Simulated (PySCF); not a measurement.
Simulated O 1s region for `O=C[SiH2]O[SiH3]`, binding energy against the vacuum level.

Every computed line was given a Gaussian of 0.7 eV full width at half maximum and an area set by the number of equivalent atoms; the highest printed point is 100. Computed with delta-SCF UKS SCAN, pcX-2 on the ionised atom, pcseg-1 elsewhere, spin-free X2C (PySCF 2.14.0).

```tsv
binding energy (eV)	intensity
537.1	0
537.2	1
537.3	3
537.4	6
537.5	13
537.6	23
537.7	37
537.8	53
537.9	70
538.0	84
538.1	93
538.2	98
538.3	100
538.4	100
538.5	97
538.6	91
538.7	80
538.8	65
538.9	48
539.0	32
539.1	19
539.2	10
539.3	5
539.4	2
539.5	1
539.6	0
```

Q: How many maxima does the curve show, and how many computed lines lie under it?

A: The curve has 1 maximum (at 538.3 eV). Under it lie 2 lines from 2 inequivalent oxygen sites. At this width some lines have no maximum of their own.

Q: Decompose the envelope and assign each component. Numbering: `[O:1]=[CH:2][SiH2:3][O:4][SiH3:5]`.

A: 
```json
{"position (eV)": "538.06", "relative area": "1", "line": "O 1s", "atoms": "O4", "environment": "siloxane oxygen"}
{"position (eV)": "538.61", "relative area": "1", "line": "O 1s", "atoms": "O1", "environment": "carbonyl oxygen"}
```

Q: What are the centre and the root-mean-square width of the whole band?

A: The area-weighted mean of the lines is 538.33 eV. Their own spread about it is 0.27 eV (rms) and each Gaussian has σ = 0.7/2.355 = 0.30 eV; the variances add, which gives 0.40 eV.

Q: Above which line width would these two lines show one maximum?

A: Two equal Gaussians merge once their distance is under 2σ = FWHM/1.177. With 0.54 eV between them that is a full width over 0.64 eV.

The listed O 1s values span 0.55 eV, from O4 (bonded to 2 Si) to O1 (bonded to C (double bond)).

Shake-up satellites, vibrational structure and lifetime widths aren't simulated. The structure is a single PBE0-D3(BJ)/def2-SVP conformer in the gas phase; no vibrational or solvent corrections.

Shape of the structure used: `[O:1]=[CH:2][SiH2:3][O:4][SiH3:5]`: O1–C2–Si3–O4 -1°, C2–Si3–O4–Si5 1°.
